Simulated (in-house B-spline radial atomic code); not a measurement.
Relativistic effects in Sn24+, [Ar] 3d8: non-relativistic Hartree-Fock (point nucleus) against Dirac-Hartree-Fock (Fermi nucleus of rms radius 4.6519 fm), both averages of the configuration, computed with a B-spline radial code for spherical atoms.

```csv
orbital,ε NR (Eh),ε Dirac (Eh),<r> NR (bohr),<r> Dirac (bohr),change of <r> (%)
1s1/2,-1072.1,?,0.03042,?,?
2s1/2,-187.09,-196.69,0.1308,0.1245,-4.8
2p1/2,-176.77,-185.42,0.1117,0.1055,-5.6
2p3/2,-176.77,-176.86,0.1117,0.1108,-0.8
3s1/2,-58.873,-61.152,0.3401,0.3279,-3.6
3p1/2,-54.566,-56.547,0.3299,0.3176,-3.7
3p3/2,-54.566,-54.821,0.3299,0.3272,-0.8
3d3/2,-47.176,-47.285,0.297,0.2946,-0.8
3d5/2,-47.176,?,0.297,?,?
```

**Question.** What happens to 1s1/2?

**Answer.** Its energy goes to -1110.5 hartree and <r> to 0.02905 bohr (-4.51 %).

**Question.** What happens to 3d5/2?

**Answer.** Its energy goes to -46.924 hartree and <r> to 0.2977 bohr (+0.23 %).

**Question.** What explains the pattern of contraction and expansion?

**Answer.** Expansion is seen in 3d5/2. The s and p1/2 orbitals contract directly, screen the nucleus better, and so push out orbitals that have little density near the nucleus; spin-orbit coupling adds to this for j = l + 1/2 and opposes it for j = l - 1/2.

**Question.** By how much does the total energy change?

**Answer.** By -151.6 hartree, from -5725.278 to -5876.874.
